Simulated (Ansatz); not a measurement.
Relaxation of Cl3H3OSi (8 atoms, charge 0, multiplicity 1), to a largest force component of 0.03 eV/Å in at most 50 steps.

The calculation used RKS B3LYP-D4/def2-SVP in Ansatz.

```xyz
8
Properties=species:S:1:pos:R:3:forces:R:3
Si 0.477 -0.164 -0.378 -0.07 0.04 -0.20
O -0.494 -0.256 2.334 0.63 -0.43 0.05
H -1.213 -0.898 2.242 -0.01 -0.01 -0.01
Cl 1.630 -0.330 -2.084 0.00 0.00 0.00
Cl -0.284 1.735 -0.319 0.00 0.00 0.00
Cl -1.043 -1.558 -0.543 0.00 0.00 -0.01
H 1.342 -0.488 0.758 0.25 0.02 -0.11
H 0.317 -0.811 2.288 -0.79 0.40 0.27
```

Where does it end, and by what steps?

It converged. The force dipped under the threshold on the way, but the program's further checks kept it going. After 21 steps the energy has fallen by 0.186 eV; H3 moved furthest, 1.19 Å.

```csv
step,energy less start (eV),largest force component (eV/Å),accepted
0,0.0000,0.793,yes
1,-0.0612,0.638,yes
2,-0.0830,0.513,yes
3,-0.0988,0.377,yes
4,-0.1047,0.318,yes
5,-0.0805,1.352,no
6,-0.1217,0.167,yes
7,-0.1294,0.180,yes
8,-0.1366,0.071,yes
9,-0.1446,0.230,yes
10,-0.1332,0.944,no
11,-0.1510,0.097,yes
12,-0.1520,0.498,yes
13,-0.1674,0.095,yes
14,-0.1755,0.120,yes
15,-0.1660,0.469,no
16,-0.1814,0.047,yes
17,-0.1829,0.021,yes
18,-0.1728,0.798,no
19,-0.1840,0.025,yes
20,-0.1842,0.263,yes
21,-0.1858,0.006,yes
```

```xyz
8
Properties=species:S:1:pos:R:3
Si 0.606 -0.253 -0.426
O -0.217 -0.486 2.429
H -0.861 0.234 2.368
Cl 1.408 -0.095 -2.322
Cl -0.637 1.380 -0.166
Cl -0.529 -1.983 -0.401
H 1.708 -0.286 0.541
H -0.747 -1.280 2.277
```

The run took 44 s on 2 threads of Arm Neoverse V2, on a shared host, peak memory 0.23 GiB.
